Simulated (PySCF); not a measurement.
Al(OH)3(py), C5H8AlNO3, singlet (GFN2-xTB optimised geometry):

```
18

Al    -2.659    -0.816     0.000
O     -2.952    -1.649    -1.423
H     -3.294    -2.452    -1.782
O     -2.900     0.845     0.000
H     -3.195     1.527    -0.582
O     -2.838    -1.617     1.454
H     -3.168    -1.675     2.335
C      2.121    -0.764     0.273
C      1.311    -0.026     1.124
C     -0.060    -0.085     0.947
N     -0.621    -0.816     0.000
C      0.142    -1.522    -0.815
C      1.523    -1.527    -0.717
H      3.195    -0.744     0.381
H      1.735     0.582     1.907
H     -0.754     0.462     1.566
H     -0.386    -2.092    -1.564
H      2.116    -2.115    -1.400
```

Computed with CAM-B3LYP/def2-SVP in PySCF.

**Question.** What are the frontier orbital energies and the dipole moment?

**Answer.** HOMO-2 -8.84 eV, HOMO-1 -8.66 eV, HOMO -8.54 eV, LUMO -0.32 eV, LUMO+1 0.27 eV; dipole moment 4.75 D.

On the same geometry PBE/def2-SVP in PySCF 2.14.0 gives HOMO-2 -5.60 eV, HOMO-1 -5.47 eV, HOMO -5.33 eV, LUMO -2.40 eV, LUMO+1 -1.88 eV; dipole moment 4.59 D.

Meta-Löwdin charges at CAM-B3LYP/def2-SVP: Al1 1.07, O2 -0.77, H3 0.32, O4 -0.77, H5 0.32, O6 -0.77, H7 0.32, C8 -0.05, C9 -0.12, C10 0.06, N11 -0.16, C12 0.05, C13 -0.12, H14 0.12, H15 0.12, H16 0.13, H17 0.13, H18 0.12.
